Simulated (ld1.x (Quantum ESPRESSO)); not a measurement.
The numbers below are computed, except where a source is named.
# Potentials for oxygen compared

Generated with ld1.x 7.5 (TM, RRKJ, ultrasoft, PAW), atompaw 4.2 or ONCVPSP 4.0.1. The cutoff is in Ry: for ld1.x and atompaw files where the sum of valence levels is converged to 10 mRy in a Bessel basis, for ONCV files where the hardest occupied wave has 1 mHa per electron of residual kinetic energy. The error is the largest all-electron minus pseudo excitation energy over each file’s own four to seven test configurations (ionisations up to +4, promotions, holes and added fractions of an electron), all of which were solved. The labels leave out finer settings (local radius, basis sizes, second energies), which also bear on the numbers. Spin-polarised tests are not counted. The rows are a selection from randomly drawn settings: files with unsolved tests, undetermined cutoffs or missed reference levels are left out.

```csv
potential,cutoff (Ry),largest error (meV),bound ghosts
"PAW, PBE, scalar-relativistic, rc 1.00/1.45 (sp), local smoothed, core correction yes, reference 2s2 2p4",35,-33,none
"TM semilocal, PBE, non-relativistic, rc 0.90/1.95/1.95 (spd), local s, core correction no, reference 2s1.75 2p4.25",70,+6069,none
"RRKJ, LDA (PZ), scalar-relativistic, rc 0.60/0.95/0.90 (spd), local s, core correction yes, reference 2s2 2p4",200,+117,none
```

(1) Fill in the row for O: TM, BP86, scalar-relativistic, rc 0.65/1.30/1.35 (spd), local smoothed, core correction yes, reference 2s2 2p4.

(2) Fill in the row for O: TM, LDA (PZ), non-relativistic, rc 0.80/1.50 (sp), local s, core correction no, reference 2s2 2p4.

(3) Fill in the row for O: PAW, PBEsol, scalar-relativistic, rc 0.95/1.25 (sp), local smoothed, core correction yes, reference 2s2 2p4.

Answers

(1) cutoff 140 Ry, largest error +1328 meV, bound ghosts: none.

(2) cutoff 80 Ry, largest error +2358 meV, bound ghosts: none.

(3) cutoff 45 Ry, largest error -23 meV, bound ghosts: none.
